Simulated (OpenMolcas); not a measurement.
OpenMolcas run: Fe IV

Input:

```
&GATEWAY
Coord
1

Fe 0.0 0.0 0.0
Basis=ANO-RCC-VTZP
Group=XYZ
NoMove
AngMom=0.0 0.0 0.0
AMFI
&SEWARD
* reference wave functions (RASSCF and RASSI steps not shown): 5 electrons in 9 orbitals (RAS2 3d 4s; RAS3 4p, at most 2 electrons)
>>> COPY JOB001 $Project.JobIph
&CASPT2
Multistate=6 1 2 3 4 5 6
Frozen=2 3
IPEA=0.25
Imaginary=0.1
MaxIter=60
WThr=0.0 0.3 0.05
PrWF=0.5
NoMix
>>> COPY JOB002 $Project.JobIph
&CASPT2
Multistate=50 1 2 3 4 5 6 7 8 9 10 11 12 13 14 15 16 17 18 19 20 21 22
23 24 25 26 27 28 29 30 31 32 33 34 35 36 37 38 39 40 41 42 43 44 45 46
47 48 49 50
Frozen=2 3
IPEA=0.25
Imaginary=0.1
MaxIter=60
WThr=0.0 0.3 0.05
PrWF=0.5
NoMix
>>> COPY JOB003 $Project.JobIph
&CASPT2
Multistate=75 1 2 3 4 5 6 7 8 9 10 11 12 13 14 15 16 17 18 19 20 21 22
23 24 25 26 27 28 29 30 31 32 33 34 35 36 37 38 39 40 41 42 43 44 45 46
47 48 49 50 51 52 53 54 55 56 57 58 59 60 61 62 63 64 65 66 67 68 69 70
71 72 73 74 75
NoMult
Frozen=2 3
IPEA=0.25
Imaginary=0.1
MaxIter=60
WThr=0.0 0.3 0.05
PrWF=0.5
NoMix
```

Launched by
```bash
OMP_NUM_THREADS=1 MOLCAS_MEM=1689 MOLCAS_PROJECT=a pymolcas a.inp > a.log  # once for each step of the input, in one work folder
```

Output, cut to the results:

```
--- CASPT2 ---
Orbital specifications:
      -----------------------

      Symmetry species                           1   2
                                                ag  au
      Frozen orbitals                            2   3
      Inactive orbitals                          1   3
      Active orbitals                            6   3
      Secondary orbitals                        21  20
      Deleted orbitals                           0   0
      Number of basis functions                 30  29
Type of calculation                        MS-CASPT2
      Fock operator                              state-specific
      IPEA shift                                 0.25
      Real shift                                 0.00
      Imaginary shift                            0.10
      The input orbitals will be transformed to quasi-canonical
Reference energy:       -1269.4378490602
      E2 (Non-variational):      -0.4102371845
      Shift correction:          -0.0001775298
      E2 (Variational):          -0.4104147143
      Total energy:           -1269.8482637745
      Residual norm:              0.0000002948
      Reference weight:           0.94493
      Contributions to the CASPT2 correlation energy
      Active & Virtual Only:         -0.1025676040
      One Inactive Excited:          -0.2076361655
      Two Inactive Excited:          -0.1000334149
Reference energy:       -1268.8592482517
      E2 (Non-variational):      -0.3574600995
      Shift correction:          -0.0000701419
      E2 (Variational):          -0.3575302414
      Total energy:           -1269.2167784931
      Residual norm:              0.0000008572
      Reference weight:           0.95735
      Contributions to the CASPT2 correlation energy
      Active & Virtual Only:         -0.0531420813
      One Inactive Excited:          -0.1832084728
      Two Inactive Excited:          -0.1211095454
::    CASPT2 Root  1     Total energy:  -1269.84826377
::    CASPT2 Root  2     Total energy:  -1269.21677849
::    CASPT2 Root  3     Total energy:  -1269.21677124
::    CASPT2 Root  4     Total energy:  -1269.21675872
::    CASPT2 Root  5     Total energy:  -1269.21678193
::    CASPT2 Root  6     Total energy:  -1269.21673854
::    MS-CASPT2 Root  1     Total energy:  -1269.84826379
::    MS-CASPT2 Root  2     Total energy:  -1269.21679137
::    MS-CASPT2 Root  3     Total energy:  -1269.21678356
::    MS-CASPT2 Root  4     Total energy:  -1269.21676863
::    MS-CASPT2 Root  5     Total energy:  -1269.21674940
::    MS-CASPT2 Root  6     Total energy:  -1269.21673595
--- CASPT2 ---
Orbital specifications:
      -----------------------

      Symmetry species                           1   2
                                                ag  au
      Frozen orbitals                            2   3
      Inactive orbitals                          1   3
      Active orbitals                            6   3
      Secondary orbitals                        21  20
      Deleted orbitals                           0   0
      Number of basis functions                 30  29
Type of calculation                        MS-CASPT2
      Fock operator                              state-specific
      IPEA shift                                 0.25
      Real shift                                 0.00
      Imaginary shift                            0.10
      The input orbitals will be transformed to quasi-canonical
Reference energy:       -1269.2584608380
      E2 (Non-variational):      -0.4387349200
      Shift correction:          -0.0002512262
      E2 (Variational):          -0.4389861463
      Total energy:           -1269.6974469843
      Residual norm:              0.0000003635
      Reference weight:           0.93535
      Contributions to the CASPT2 correlation energy
      Active & Virtual Only:         -0.1237324374
      One Inactive Excited:          -0.2167184327
      Two Inactive Excited:          -0.0982840499
Reference energy:       -1269.2584608380
      E2 (Non-variational):      -0.4386944510
      Shift correction:          -0.0002510677
      E2 (Variational):          -0.4389455187
      Total energy:           -1269.6974063567
      Residual norm:              0.0000003637
      Reference weight:           0.93536
      Contributions to the CASPT2 correlation energy
      Active & Virtual Only:         -0.1237249942
      One Inactive Excited:          -0.2166953972
      Two Inactive Excited:          -0.0982740597
::    CASPT2 Root  1     Total energy:  -1269.69744698
::    CASPT2 Root  2     Total energy:  -1269.69740636
::    CASPT2 Root  3     Total energy:  -1269.69744603
::    CASPT2 Root  4     Total energy:  -1269.69765234
::    CASPT2 Root  5     Total energy:  -1269.69761437
::    CASPT2 Root  6     Total energy:  -1269.69739170
::    CASPT2 Root  7     Total energy:  -1269.69747873
::    CASPT2 Root  8     Total energy:  -1269.69739820
::    CASPT2 Root  9     Total energy:  -1269.69759542
::    CASPT2 Root 10     Total energy:  -1269.68175234
::    CASPT2 Root 11     Total energy:  -1269.68174795
::    CASPT2 Root 12     Total energy:  -1269.68174919
::    CASPT2 Root 13     Total energy:  -1269.66851313
::    CASPT2 Root 14     Total energy:  -1269.66851416
::    CASPT2 Root 15     Total energy:  -1269.66851858
::    CASPT2 Root 16     Total energy:  -1269.66842742
::    CASPT2 Root 17     Total energy:  -1269.66851020
::    CASPT2 Root 18     Total energy:  -1269.60352042
::    CASPT2 Root 19     Total energy:  -1269.60311332
::    CASPT2 Root 20     Total energy:  -1269.60340634
::    CASPT2 Root 21     Total energy:  -1269.60326680
::    CASPT2 Root 22     Total energy:  -1269.60312779
::    CASPT2 Root 23     Total energy:  -1269.60314055
::    CASPT2 Root 24     Total energy:  -1269.60315841
::    CASPT2 Root 25     Total energy:  -1269.18322243
::    CASPT2 Root 26     Total energy:  -1269.18324102
::    CASPT2 Root 27     Total energy:  -1269.18324806
...
```

Levels above the lowest, from the spin-orbit matrix with the single-state CASPT2 energies, averaged by term, on its diagonal:

| Configuration | Term | J | E (cm-1) | Measured (cm-1) | Term weight % | Second |
| --- | --- | --- | --- | --- | --- | --- |
| 3d5 | 6S | 5/2 | 0.0 | 0.0 | 100 |  |
| 3d5 | 4G | 5/2 | 33050 |  | 100 |  |
| 3d5 | 4G | 7/2 | 33080 |  | 100 |  |
| 3d5 | 4G | 11/2 | 33100 | 32246 | 100 |  |
| 3d5 | 4G | 9/2 | 33110 |  | 100 |  |
| 3d5 | 4P | 5/2 | 36300 | 35254 | 93 | 7 4D |
| 3d5 | 4P | 3/2 | 36390 | 35333 | 95 | 5 4D |
| 3d5 | 4P | 1/2 | 36510 | 35407 | 98 |  |
| 3d5 | 4D | 7/2 | 39440 | 38779 | 100 |  |
| 3d5 | 4D | 1/2 | 39550 | 38897 | 98 |  |
| 3d5 | 4D | 3/2 | 39630 |  | 95 | 5 4P |
| 3d5 | 4D | 5/2 | 39650 |  | 93 | 7 4P |
| 3d5 | 2I | 11/2 | 48560 |  | 99 |  |
| 3d5 | 2I | 13/2 | 48660 |  | 100 |  |
| 3d5 | 2D(1) | 5/2 | 50920 | 49542 | 74 | 24 2F(1) |
| 3d5 | 2D(1) | 3/2 | 51480 | 50051 | 93 | 7 4F |
| 3d5 | 2F(1) | 7/2 | 53190 | 51394 | 96 | 3 4F |
| 3d5 | 4F | 5/2 | 53710 |  | 67 | 29 2F(1) |
| 3d5 | 4F | 9/2 | 53720 | 52621 | 98 | 2 2G(1) |
| 3d5 | 4F | 7/2 | 53790 | 52695 | 96 | 3 2F(1) |
| 3d5 | 4F | 3/2 | 54000 |  | 93 | 7 2D(1) |
| 3d5 | 2F(1) | 5/2 | 54170 |  | 47 | 30 4F |
| 3d5 | 2H | 9/2 | 57710 | 56058 | 72 | 27 2G(1) |
| 3d5 | 2H | 11/2 | 58240 | 56369 | 99 |  |

Against the 13 measured excited levels shown (Corliss and Sugar, J. Phys. Chem. Ref. Data 11, 135 (1982)) the mean absolute deviation is 1200 cm-1; the largest miss in energy is 3d5 2H 11/2: computed 58240, measured 56369 cm-1 (+3.3 %).

CASPT2 breaks the degeneracy within a term, and the mean is taken; among the terms shown or strongly mixed into the levels shown the widest spread is 120 cm-1 (3d5 2I). Over all roots computed the reference weight is 0.90 to 0.96; the roots of lowest weight are the least certain, and an intruder state may touch them. Some high roots are left out of the spin-orbit mixing, which shifts the levels that they would mix with. Terms from blocks run as CI alone lack orbitals of their own. Measured partners are found by configuration, term and J. A level has none where our copy of the source lacks it or the pairing is in doubt (some pairs that miss far off the trend of their configuration count as doubtful), and it then counts in no deviation. Levels of configurations outside the active space are missing. The first state left out of the spin-orbit step lies near 160000 cm-1 above the lowest spin-free state of the reference (among the parities and spins computed), and the list stops at four fifths of that energy or lower. The table shows the lowest 24 of 37 levels.

The term weight is that of the spin-free term in the level, not the purity of its configuration. A number in round brackets counts repeated terms of one configuration in the order of the reference energies.
